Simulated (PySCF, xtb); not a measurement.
C3H7FSi, SMILES F[C@H]1C[C@@H]1[SiH3].

xtb 6.7.1 with GFN2-xTB at its own geometry gives an orbital gap of 5.84 eV and a dipole moment of 2.18 D.

Coordinates come from a B3LYP-D3(BJ)/def2-SVP optimisation. The structure was generated by enumeration; whether it is a known compound was not checked.

Q: What does CAM-B3LYP/def2-TZVP run with PySCF give? (The exact figures need the calculation; the answer reports its results.)

A: gap 11.14 eV (levels -9.56 and 1.58 eV), dipole 1.23 D.
